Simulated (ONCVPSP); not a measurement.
germanium (Ge), ONCV: configuration errors across variants

Ge, optimised norm-conserving Vanderbilt (ONCV), made with ONCVPSP 4.0.1 (PBE, scalar-relativistic). Core [Ar], reference 3d10 4s1.5 4p2.5. Waves: 4s: rc 1.80 bohr, ncon 4, nbas 7, qcut 3.4 1/bohr, 2 projectors, debl 2.4 Ha; 4p: rc 2.30 bohr, ncon 4, nbas 7, qcut 3 1/bohr, 2 projectors, debl 2.6 Ha; 3d: rc 1.00 bohr, ncon 4, nbas 9, qcut 17.5 1/bohr, 3 projectors, debl 2 Ha. Local part: polynomial inside 0.95 bohr (lpopt 1, dvloc0 -1 Ha). Core correction: polynomial model core, fcfact 0.55.

All-electron excitation energies from the reference (eV): (1) 3d10 4s2 4p2 -3.953; (2) 3d10 4s2 4p1 3.491; (3) 3d10 4s2 4p0 18.931; (4) 3d10 4s0 4p4 12.243.

Errors AE − PS in meV (a dash: test not solved or not reliable):

| change | (1) | (2) | (3) | (4) | bound ghosts | GHOST(+) flags above zero |
| --- | --- | --- | --- | --- | --- | --- |
| base | +1.0 | -0.4 | -11 | +5.6 | none | s, p |
| s: nbas 8 | +0.8 | -0.8 | -12 | +3.1 | none | s, p |
| core correction polynomial model core, fcfact 0.62 | +1.0 | -0.4 | -11 | +5.6 | none | s, p |

(1) Give the same row for: all radii but the core radius scaled by about 1.10 (s 1.98, p 2.52, d 1.10 bohr); local potential polynomial inside 1.04 bohr (lpopt 1, dvloc0 -1 Ha).

Answers

(1) +0.9, -1.6, -20, +4.6; bound ghosts: none; GHOST(+) flags above zero: s.
